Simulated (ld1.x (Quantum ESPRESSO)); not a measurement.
## How hard is this Ce ultrasoft potential?

ld1.x (Quantum ESPRESSO) 7.5 input, shortened:

```
&input
   title='Ce', zed=58., rel=1, dft='PBESOL', iswitch=3,
   config='[Xe] 4f2 5d0 6s2 6p0'
 /
 &inputp
   pseudotype=3, tm=.true., lloc=-2, rcloc=2.35,
   nlcc=.true., rcore=1.05,
   which_augfun='PSQ', rmatch_augfun_nc=.true.
 /
8
5S  1  0   2.00   0.00  2.00  2.10  0.0
6S  2  0   2.00   0.00  2.00  2.10  0.0
5P  2  1   6.00   0.00  2.35  2.90  0.0
6P  3  1   0.00   0.00  2.35  2.90  0.0
5D  3  2   0.00   0.00  3.40  3.90  0.0
5D  3  2   0.00   0.25  3.40  3.90  0.0
4F  4  3   2.00   0.00  0.90  1.05  0.0
4F  4  3   0.00   0.35  0.90  1.05  0.0
 &test
   configts(1)='4f2 5s2 5p6 5d0 6s2 6p0'
 /
```

The pseudo-atom Hamiltonian at the reference potential is diagonalised in spherical Bessel functions j_l(qr) that vanish at 20 bohr, with q² up to the cutoff. All-electron valence levels (Ry): 5s -2.7603, 6s -0.2528, 5p -1.5291, 6p -0.0915, 5d -0.1563, 4f -0.0481.

Task: How do the lowest levels (Ry) of each channel move with the cutoff, and are there ghosts?

Result:

```
cutoff (Ry)     s #1     s #2     p #1     p #2    p #3     d #1     f #1    f #2  Σ f·Δε (mRy)
          8  -2.7491  -0.2516  -1.5264  -0.0797  0.0512  -0.1562   0.0886  0.1941         314.4
         21  -2.7602  -0.2528  -1.5291  -0.0913  0.0464  -0.1563   0.0885  0.1935         273.9
         45  -2.7603  -0.2528  -1.5291  -0.0914  0.0464  -0.1563   0.0885  0.1927         273.4
         80  -2.7603  -0.2528  -1.5291  -0.0914  0.0464  -0.1563   0.0844  0.1122         265.3
        140  -2.7603  -0.2528  -1.5291  -0.0914  0.0464  -0.1563  -0.0464  0.0894           3.6
        260  -2.7603  -0.2528  -1.5291  -0.0914  0.0464  -0.1563  -0.0481  0.0894           0.2
        400  -2.7603  -0.2528  -1.5291  -0.0914  0.0464  -0.1563  -0.0482  0.0894           0.0
```

Result: no extra level below or beside the all-electron valence levels (s, p, d, f tested); 10 mRy is reached at 120 Ry and 1 mRy at 200 Ry.

Test run stopped at test 1 of 7 (negative rho).
